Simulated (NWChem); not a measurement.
Species: SiF₃, doublet; SMILES F[Si](F)F

Program: NWChem. Pople sets run with spherical d functions. Spin-unrestricted. Medium grid unless said otherwise, to which SCAN and Minnesota functionals are sensitive. In the optimisation the excess spin sits in a (C3, its own frame). Geometry: optimised at PBE0/def2-SVP, spin-unrestricted. No stability test was run on the SCF state. B3LYP is NWChem's, with the RPA form of VWN correlation. Total energies of different functionals are on different scales.

```
level                                           energy (Ha)  highest occupied level (eV)  lowest empty minus highest occupied level, either spin (eV)  dipole (D)   <S²>
----------------------------------------------  -----------  ---------------------------  -----------------------------------------------------------  ----------  -----
B3LYP/6-31G*                                      -589.1304                        -7.41                                                         3.55        1.33  0.751
PBE/6-31G*                                        -588.6825                        -6.24                                                         1.94        1.10  0.751
B97-D/6-31G*                                      -588.9566                        -6.23                                                         1.38        1.18  0.752
MN15-L/6-31G*                                     -588.8007                        -6.68                                                         3.32        1.41  0.752
TPSS/6-31G*                                       -589.1508                        -6.45                                                         2.21        1.17  0.751
LC-BLYP (range parameter 0.33 per bohr)/6-31G*    -588.4837                        -9.85                                                         8.27        1.25  0.751
N12/6-31G*                                        -588.9621                   (withheld)                                                   (withheld)        1.13  0.751
revPBE/6-31G*                                     -588.9455                        -6.22                                                         2.09        1.12  0.751
```

**Question.** What belongs in the gaps?

**Answer.** 
- N12/6-31G*, highest occupied level (eV): -6.15
- N12/6-31G*, lowest empty minus highest occupied level, either spin (eV): 1.24
